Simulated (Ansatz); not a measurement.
Born–Oppenheimer molecular dynamics of C3H12N2O2Si (20 atoms, charge 0, multiplicity 1). It starts from a relaxed structure.

These are results of RHF/6-31G* in Ansatz, not measurements.

```json
{
  "ensemble": "NVE (velocity Verlet)",
  "time step": "1 fs",
  "steps asked": "150",
  "starting velocities drawn for": "300 K",
  "seed": "744441"
}
```

First frame:

```xyz
20
Properties=species:S:1:pos:R:3
Si 0.062 -0.179 0.122
N -0.073 0.391 1.718
H -0.818 0.983 2.013
H 0.562 0.157 2.447
N 1.668 -0.088 -0.446
C 2.343 -1.107 -1.221
H 1.757 -2.014 -1.248
H 2.518 -0.779 -2.246
H 3.312 -1.341 -0.784
C 2.421 1.143 -0.342
H 2.595 1.592 -1.319
H 1.893 1.865 0.269
H 3.392 0.966 0.117
O -1.036 0.772 -0.659
H -1.180 0.592 -1.577
O -0.344 -1.753 -0.100
C -1.536 -2.335 0.346
H -1.643 -2.233 1.421
H -2.400 -1.882 -0.132
H -1.515 -3.388 0.096
```

Problem. How far do the bonds stretch over the last three quarters of this one trajectory? (Pairs bonded in most of those frames.)

Solution. 
| bond | mean (Å) | spread (Å) | shortest | longest |
| --- | --- | --- | --- | --- |
| Si1–N2 | 1.710 | 0.014 | 1.68 | 1.73 |
| Si1–N5 | 1.709 | 0.013 | 1.68 | 1.73 |
| Si1–O14 | 1.650 | 0.023 | 1.61 | 1.69 |
| Si1–O16 | 1.638 | 0.014 | 1.61 | 1.66 |
| N2–H3 | 0.999 | 0.017 | 0.97 | 1.03 |
| N2–H4 | 0.999 | 0.018 | 0.97 | 1.03 |
| N5–C6 | 1.456 | 0.031 | 1.40 | 1.51 |
| N5–C10 | 1.450 | 0.027 | 1.41 | 1.50 |
| C6–H7 | 1.083 | 0.036 | 1.03 | 1.13 |
| C6–H8 | 1.091 | 0.010 | 1.07 | 1.11 |
| C6–H9 | 1.090 | 0.014 | 1.06 | 1.11 |
| C10–H11 | 1.090 | 0.010 | 1.07 | 1.11 |
| C10–H12 | 1.082 | 0.019 | 1.06 | 1.11 |
| C10–H13 | 1.090 | 0.009 | 1.07 | 1.11 |
| O14–H15 | 0.952 | 0.037 | 0.89 | 1.00 |
| O16–C17 | 1.399 | 0.012 | 1.38 | 1.42 |
| C17–H18 | 1.087 | 0.027 | 1.04 | 1.13 |
| C17–H19 | 1.086 | 0.015 | 1.06 | 1.11 |
| C17–H20 | 1.084 | 0.016 | 1.06 | 1.11 |

Mean temperature of the second half: 151 K. The conserved energy stayed within 1.4 meV per atom of its start (net change 0.29 meV per atom), so the integration is sound. The temperature averaged 0.50 of the 300 K drawn at the start: a run that starts near a minimum puts about half its kinetic energy into the potential. A run of 0.15 ps of so small a system gives no equilibrium averages.

Run time: 6.5 min on 4 threads of Arm Neoverse V1, on a shared host, peak memory 0.46 GiB.
